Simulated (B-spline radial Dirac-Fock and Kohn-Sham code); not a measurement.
## Satellites and hypersatellites of the K lines of Si²⁺

System: Si²⁺, configuration [Ne] 3s2, inside a Watson sphere of charge -2 and radius 2.2 Å (a model of the Madelung potential; inside it an electron's potential energy is raised by 13.1 eV).

The computed values come from a radial B-spline solver: ΔSCF Dirac-Fock with Breit, self-energy and vacuum polarisation, finite nucleus, configuration average. Each two-hole energy is an average over J within one jj subconfiguration, not an observable level; in light atoms, where LS coupling holds, the j-resolved values are not observed lines, and for a K spectator the Kα1 hypersatellite is nearly forbidden. No correlation.

Lines without a spectator: Kα2 (K-L2) 1741.5 eV, Kα1 (K-L3) 1742.2 eV. Shifts in eV with one spectator hole (a dash: not computed, or left out as unreliable):

```
spectator hole     Kα2     Kα1
        K (1s)  +140.4  +140.6
    L2 (2p1/2)   +9.75  +12.21
    L3 (2p3/2)  +11.96  +11.22
```

With n spectator holes in 2p, averaged over the 2p shell (energies in eV):

| n | KαLⁿ | step | hypersatellite KαʰLⁿ |
| --- | --- | --- | --- |
| 0 | 1742.0 | – | 1882.5 |
| 1 | 1753.5 | +11.6 | 1895.6 |
| 2 | 1766.6 | +13.1 | 1910.1 |
| 3 | 1781.2 | +14.6 | 1926.1 |
| 4 | 1797.3 | +16.0 | 1943.5 |
| 5 | 1814.7 | +17.5 | 1962.3 |
